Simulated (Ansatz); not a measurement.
`[SiH3][NH][AlH][SiH2]Cl` + `BN` → `BN[SiH2]Cl` + `[AlH2][NH][SiH3]` at 298.15 K and 1 bar (cleavage of the Si–Al bond).

Calculated with Ansatz (gas phase, PBE0-D4/def2-TZVP geometries, no zero-point term in ΔE). CCSD(T)/CBS is the MP2 limit (def2-TZVPP, def2-QZVPP) plus CCSD(T) − MP2 in def2-TZVPP, frozen cores. This one scheme is used for every species. Each species was taken in one conformer, which may not be the lowest.

| species | CCSD(T)/CBS energy (Eh) | H − E (kJ/mol) | S (J/(mol·K)) |
| --- | --- | --- | --- |
| `[SiH3][NH][AlH][SiH2]Cl` | -1338.96095 | 204.1 | 411.2 |
| `BN` | -81.93499 | 137.2 | 228.1 |
| `BN[SiH2]Cl` | -831.46864 | 169.7 | 323.9 |
| `[AlH2][NH][SiH3]` | -589.44550 | 161.8 | 314.0 |

H − E and S are ideal-gas, rigid-rotor, harmonic terms from PBE0-D4/def2-TZVP, for one conformer and one mirror image of each species. 1 Eh = 2625.50 kJ/mol, R = 8.31446 J/(mol·K).

Task: By hand: ΔE, ΔH, ΔS and ΔG.

Result: ΔE = (-831.46864) + (-589.44550) − (-1338.96095) − (-81.93499) = -0.01820 Eh = -47.8 kJ/mol. Δ(H − E) = 169.7 + 161.8 − 204.1 − 137.2 = -9.8, so ΔH = -57.6 kJ/mol. ΔS = 323.9 + 314.0 − 411.2 − 228.1 = -1.4 J/(mol·K). ΔG = -57.6 − 298.15 × (-1.4)/1000 = -57.2 kJ/mol.

Task: By hand: the equilibrium constant, and the temperature at which ΔG would vanish if ΔH and ΔS stayed fixed.

Result: log₁₀ K = −ΔG/(RT ln 10) = 10.0. ΔG = 0 at ΔH/ΔS = 41143 K, far beyond where these terms or the molecules hold.

The number of gas molecules stays the same, so ΔS is small and ΔH decides. A doubt of 5 kJ/mol in ΔE shifts log₁₀ K by 0.9 here. Other conformers and mirror images would add mixing entropy, several J/(mol·K) or more a flexible species. Modes under 60 cm⁻¹, often nearly free rotors, make the harmonic entropy too high. These are equilibria of isolated gas molecules and say nothing of rates. Largest T1 diagnostic: 0.012 (customary marks: 0.02 for closed shells, 0.045 for open ones).
